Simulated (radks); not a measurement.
Spherical quantum dot in the effective-mass picture: electrons in a parabolic well V = omega^2 r^2 / 2 with omega = 4.12, all in effective atomic units (hartree* = m*/eps^2 hartree, bohr* = eps/m* bohr), one dielectric constant everywhere. Method: non-relativistic Kohn-Sham, r2SCAN, spin-polarised, spherical densities, generalised Kohn-Sham scheme; computed with a radial shooting solver with Libxc functionals. Levels are named by radial order and angular momentum (1s, 1p, 1d, 2s, ...), and open shells are averaged over m. Results are scaled to m* = 0.174 and eps = 9.2, for which hartree* = 55.94 meV and bohr* = 2.798 nm.

N = 8, configuration 1s2 1p6. This is the lowest configuration that the search found. Occupied and some empty levels:

| level | occupation | eigenvalue (meV) | <r> (nm) |
|---|---|---|---|
| 1s | 2 | 842.57 | 1.777 |
| 1p | 6 | 1025.4 | 2.289 |
| 1d | 0 | 1221.5 | 2.682 |
| 2s | 0 | 1241.5 | 2.448 |
| 1f | 0 | 1427.6 | 3.014 |

Energy (meV): total 5907.74, kinetic 1698.7, external 2540.1, Hartree 2077.8, exchange-correlation -408.93.
